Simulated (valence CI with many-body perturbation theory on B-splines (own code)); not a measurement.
# From CI to CI+MBPT in Ba L

Calculated by configuration interaction combined with many-body perturbation theory (CI+MBPT): five valence electrons over a frozen Dirac-Fock core [He], radial functions for each j: 9 s, 9 p, 8 d, 6 f, 3 g, 1 h, with the one-electron correlation potential Σ1 (screened to all orders), the two-electron term Σ2, the three-electron term Σ3, Breit, model QED; selected single and double excitations, second order for the rest (own B-spline code, finite nucleus).

The last digits are not significant, and no measured levels were compared; by estimate large intervals hold to a few tenths of a per cent, small ones and those within an open d or f shell to about a per cent. Among the levels kept, up to 1200 cm⁻¹ of a level comes from second order outside the variational space, and about a tenth of that is noise between levels of different J, which matters for small intervals.

Each rung adds one term. CI alone is the Dirac-Coulomb CI over the frozen core; QED comes last and gives the full result, which names the levels. Energies are above (2s^2 2p1/2^2 2p3/2) J=3/2 on the same rung, in Ry.

Levels are named by their leading jj configuration (3d3/2^4 stands for four electrons in 3d with j = 3/2), which in mixed levels can hold well under half, so a name can repeat and another be missing. Letters in brackets count levels of one name in rising energy.

```tsv
Level	CI alone	Σ1	Σ2	Σ3	Breit	QED	Full
(2s^2 2p1/2 2p3/2^2) J=3/2	28.41	+0.008	-0.002	+0.001	-0.436	+0.054	28.04
(2s^2 2p1/2 2p3/2^2) J=5/2	30.23	+0.008	0.000	-0.002	-0.742	+0.054	29.55
(2s^2 2p1/2 2p3/2^2) J=1/2	32.28	+0.008	+0.008	-0.004	-0.363	+0.051	31.98
(2s 2p1/2^2 2p3/2^2) J=5/2	45.53	-0.011	-0.017	-0.005	-0.160	-0.438	44.90
(2s 2p1/2^2 2p3/2^2) J=1/2	50.54	-0.011	-0.015	-0.010	+0.137	-0.440	50.21
(2s 2p1/2^2 2p3/2^2) J=3/2	50.88	-0.011	-0.028	-0.014	-0.064	-0.441	50.32
(2s^2 2p3/2^3) J=3/2	60.91	+0.015	+0.004	-0.004	-0.915	+0.102	60.11
(2s 2p1/2 2p3/2^3) J=3/2 [a]	75.30	-0.003	-0.014	-0.006	-0.433	-0.386	74.46
(2s 2p1/2 2p3/2^3) J=5/2	78.07	-0.003	-0.016	-0.010	-0.731	-0.387	76.93
(2s 2p1/2 2p3/2^3) J=1/2	80.67	-0.003	-0.026	-0.015	-0.426	-0.388	79.81
(2s 2p1/2 2p3/2^3) J=3/2 [b]	81.65	-0.003	-0.027	-0.016	-0.603	-0.389	80.62
(2p1/2^2 2p3/2^3) J=3/2	100.25	-0.021	-0.050	-0.022	-0.034	-0.873	99.25
(2s 2p3/2^4) J=1/2	110.33	+0.004	-0.015	-0.014	-0.855	-0.335	109.11
(2p1/2 2p3/2^4) J=1/2	130.28	-0.014	-0.043	-0.021	-0.493	-0.827	128.89
(2s^2 2p1/2^2 3s) J=1/2	363.41	+0.020	+0.008	-0.010	-0.303	+0.097	363.22
(2s^2 2p1/2^2 3p1/2) J=1/2	368.51	+0.016	+0.009	-0.010	-0.156	-0.045	368.32
(2s^2 2p1/2^2 3p3/2) J=3/2	377.91	+0.018	+0.001	-0.010	-0.315	-0.028	377.58
(2s^2 2p1/2^2 3d3/2) J=3/2	382.83	+0.021	+0.004	-0.010	-0.337	-0.041	382.47
(2s^2 2p1/2^2 3d5/2) J=5/2	385.92	+0.021	+0.003	-0.010	-0.435	-0.034	385.47
```

The middle columns are the shifts that each term adds.

(1) How does the ionisation energy move along the ladder, and which term matters most?

Answers

(1) CI alone 9084.3, + Σ1 9084.6, + Σ2 9084.7, + Σ3 9084.6, + Breit 9078.5, + QED 9078.0 eV. The largest step is Breit, -6.1 eV. NIST lists 9077 ± 4 eV (theoretical).
